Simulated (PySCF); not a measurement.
C3H5ClGe, SMILES [GeH3][CH]=C=CCl.

The structure is a stationary point at r2SCAN-D4/def2-SVP. The structure was generated by enumeration; whether it is a known compound was not checked.

Calculation: TDDFT-PBE/def2-SVPD in PySCF 2.14.0.

Vertical excitations. 

Computed lowest excited states:
```csv
state,energy (eV),λ (nm),f,main pairs
S1,4.14,300,0.000,HOMO→LUMO 100 %
S2,5.50,225,0.054,"HOMO→LUMO+1 54 %, HOMO→LUMO+2 18 %, HOMO−1→LUMO 17 %"
S3,5.62,221,0.011,HOMO−2→LUMO 92 %
S4,5.69,218,0.010,HOMO→LUMO+2 75 %
S5,5.96,208,0.003,HOMO−1→LUMO+1 99 %
S6,6.15,201,0.461,"HOMO−1→LUMO 46 %, HOMO→LUMO+3 30 %, HOMO−5→LUMO 9 %"
S7,6.36,195,0.002,HOMO−2→LUMO+1 86 %
S8,6.39,194,0.087,"HOMO→LUMO+4 42 %, HOMO→LUMO+3 23 %, HOMO−2→LUMO+1 12 %, HOMO→LUMO+5 9 %"
S9,6.40,194,0.003,HOMO−3→LUMO 96 %
S10,6.48,191,0.047,"HOMO→LUMO+5 41 %, HOMO→LUMO+4 36 %, HOMO→LUMO+3 8 %"
T1,3.73,332,0,HOMO→LUMO 100 %
T2,4.11,301,0,"HOMO→LUMO+1 72 %, HOMO−1→LUMO 24 %"
T3,4.29,289,0,"HOMO−1→LUMO 72 %, HOMO→LUMO+1 25 %"
T4,5.32,233,0,HOMO−2→LUMO 99 %
```
Triplets are in the Tamm–Dancoff approximation, which puts them higher than full response would, so one can lie above its singlet here.
